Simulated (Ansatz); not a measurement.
Computed with Ansatz on PBE0-D4/def2-TZVP structures; ΔE is electronic, products minus reactants. CCSD(T)/CBS adds triple-zeta CCSD(T) − MP2 to the extrapolated MP2 energy (def2 sets, frozen cores). This one scheme is used for every species. Functionals use def2-TZVPP. def2 core potentials past Kr. For Se, Sn outer-core shells are correlated without core-valence functions, which leaves a few kJ/mol of doubt a bond. Scalar relativity is left out up to krypton.

`[SeH][SnH3]` + CH₃OH → `C[O][SnH3]` + H₂Se  (ligand exchange at the Sn–Se bond)

```
      species  BLYP energy (Eh)
`[SeH][SnH3]`       -2618.23223
        CH₃OH        -115.73478
 `C[O][SnH3]`        -331.16189
         H₂Se       -2402.78290
```

Q: Work out ΔE.

A: ΔE = (-331.16189) + (-2402.78290) − (-2618.23223) − (-115.73478) = 0.02222 Eh = +13.9 kcal/mol. CCSD(T)/CBS gives +15.4 kcal/mol.

Largest T1 diagnostic among the species: 0.013.

From r2SCAN to r2SCAN0 (25 % exact exchange), in def2-TZVPP and without D4, ΔE moves by +1.7 kcal/mol. In def2-TZVPP, CCSD(T) changes the Hartree–Fock value by −2.1 kcal/mol (the triples alone add −0.4 kcal/mol) and MP2 by −1.2 kcal/mol. Leaving LDA and LC-ωPBE aside and taking each functional with its dispersion term where it has one, the values, not all of them listed here, spread over 4.7 kcal/mol, from B97M-V to HSE06-D4.
